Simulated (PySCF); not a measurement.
C₂H₄BBr, SMILES C(=C)BBr. Geometry optimised at PBE-D3(BJ)/def2-SVP. This is a generated structure with no PubChem entry under its InChIKey; it may be hypothetical. One conformer was computed; it need not be the lowest.

Computed equilibrium geometry at PBE-D3(BJ)/def2-SVP (PySCF confirms it by a frequency run) as Cartesian coordinates in Å, and its point group (one conformer of several):
point group Cs.
```xyz
8

B     -1.0557    -0.4991     0.0000
H     -2.2395    -0.2350     0.0000
Br     0.1247     1.0218     0.0000
C     -0.5151    -1.9485     0.0000
C      0.7969    -2.2875     0.0000
H     -1.2565    -2.7690     0.0000
H      1.1377    -3.3368     0.0000
H      1.5810    -1.5098     0.0000
```
